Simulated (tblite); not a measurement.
C4H6F4O.
Z-matrix (Å and degrees, GFN2-xTB geometry), rows numbered from 1:
```
F 
C   1  1.3678
C   2  1.5310  1  109.37
F   3  1.3744  2  107.26  1  -174.80
C   3  1.5355  2  111.30  1    65.16
O   5  1.4161  3  113.75  2  -159.90
C   6  1.3478  5  116.55  3    81.34
F   7  1.3624  6  112.22  5   -83.56
F   7  1.3365  6  108.53  5   159.84
H   2  1.0937  1  107.87  3  -120.23
H   2  1.0946  1  107.60  3   120.63
H   3  1.0968  2  110.39  1   -58.85
H   5  1.0926  3  108.97  2    83.29
H   5  1.0976  3  109.02  2   -36.67
H   7  1.1094  6  114.37  5    37.94
```

Method: GFN2-xTB as coded in tblite; computed harmonic values from a numerical Hessian at the method's own geometry, unscaled. Against measured fundamentals such values can be off by several per cent, at times by over 20. One conformer, not necessarily the lowest.

Harmonic wavenumbers (cm⁻¹): 27.3, 36.1, 88.1, 98.4, 212.4, 232.0, 293.2, 382.2, 414.5, 457.8, 477.1, 561.5, 619.0, 861.0, 907.0, 969.1, 1036.6, 1053.7, 1072.5, 1084.8, 1092.3, 1106.5, 1146.8, 1180.2, 1237.0, 1253.8, 1270.7, 1287.5, 1306.7, 1321.3, 1345.8, 1414.5, 1439.2, 2822.6, 2912.3, 2938.5, 2962.0, 2971.3, 2988.4.

A = 2605, B = 828.8, C = 743.3 MHz; mass 146.035 u (most abundant isotopes); point group C1, symmetry number 1.

**Question.** What is the zero-point energy?

**Answer.** ½Σν̃ = 22441 cm⁻¹ = 268.45 kJ/mol.

**Question.** Give the ideal-gas entropy at 273.15 K and 1 bar in the rigid-rotor, harmonic-oscillator model (classical rotation).

**Answer.** Translation 169.19, rotation 123.10, vibration 114.45: S = 406.8 J/(mol K).

**Question.** And Cp and H(273.15 K) − H(0)?

**Answer.** Cp = 133.03 J/(mol K), of which vibrations give 99.78 (their classical limit is 39 R = 324.3); H(273.15 K) − H(0) = 23.91 kJ/mol without the zero-point energy, 14.82 from vibrations.

**Question.** Which modes carry the vibrational entropy at 273.15 K?

**Answer.** 27.3 cm⁻¹: 24.45; 36.1 cm⁻¹: 22.13; 88.1 cm⁻¹: 14.77; 98.4 cm⁻¹: 13.87; 212.4 cm⁻¹: 7.80; 232.0 cm⁻¹: 7.15 J/(mol K); the other 33 give 24.29 together.

**Question.** Blend soft modes into free rotors: weight 1/[1 + (100 cm⁻¹/ν̃)⁴] for the oscillator and the rest for a rotor with moment μB/(μ + B), μ = h/(8π²ν), B = 10⁻⁴⁴ kg m². What vibrational entropy results?

**Answer.** 98.12 J/(mol K) in place of 114.45, which changes −T·S at 273.15 K by +4.46 kJ/mol.

Hindered rotation and anharmonicity are outside this model. Other conformers, if any are populated, would add a mixing term that is left out. The structure is chiral; the term R ln 2 for an equal mix with its mirror image is left out.
